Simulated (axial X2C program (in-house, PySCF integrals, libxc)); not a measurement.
# Low determinants of TaCl at the PBE0 level, with spin–orbit coupling

All values were computed with an axial X2C code built on PySCF integrals. Two-component (2c) means X2C with spin–orbit coupling and atomic mean-field two-electron Coulomb and Gaunt terms. Basis: Ta dyall-cv3z [13s14p9d7f4g], Cl dyall-av3z [9s8p3d2f] (cores contracted in-house); Gaussian nuclei, density fitting, unrestricted open shells. Masses: Ta 180.948 u, Cl 34.969 u.

Search at 2.284 Å (vertical energies from the lowest determinant):

```tsv
ΔE (eV)	state	electrons beyond evenly filled partner blocks	electrons in ±ω = 1/2, 3/2, 5/2, 7/2
0.00	Ω = 1	ω = -3/2, ω = 5/2	54 25 9 2
0.09	Ω = 2	ω = 1/2, ω = 3/2	55 25 8 2
0.24	Ω = 3	ω = 1/2, ω = 5/2	53 26 9 2
0.41	Ω = 1	ω = -1/2, ω = 3/2	55 25 8 2
0.50	Ω = 0	none	54 26 8 2
0.52	Ω = 2	2 × ω = 1/2, ω = -3/2, ω = 5/2	54 25 9 2
0.56	Ω = 4	ω = 3/2, ω = 5/2	54 25 9 2
```

Lowest determinant, Ω = 1 (⟨Sz⟩ = 1.97, ⟨Lz⟩ = -0.97 at PBE0): Re = 2.276 Å, ωe = 381.6 cm⁻¹.

The determinant in row 2 of the search, Ω = 2 (⟨Sz⟩ = -0.95, ⟨Lz⟩ = 2.95 at PBE0), was followed along the bond at PBE0; measured from the minimum of the lowest determinant it gives:

Te = 0.081 eV (651 cm⁻¹), Re = 2.247 Å, ωe = 398.0 cm⁻¹.

Problem. Compare the bond of the determinant in row 2 with that of the lowest one.

Solution. At PBE0 its Re is 0.029 Å shorter and its force constant, which goes as ωe², is 1.09 times that of the lowest determinant. T0 ≈ Te + Δωe/2 = 651 + (8) = 659 cm⁻¹.

The search compares states at one distance, so a state with another bond length can lie lower; it is not exhaustive and yields mostly the lowest determinant of each block pattern, so other components and higher states of one pattern are missing. These are energies of single determinants, not of spin-adapted states; PBE0 term energies can be off by some tenths of an eV, and the functional has no current term. Open-shell Ω = 0 determinants with evenly filled partner blocks cannot be reached by this program, so the Ω shown need not be the lowest component. The lowest determinant need not be the ground state where others lie within half an eV.
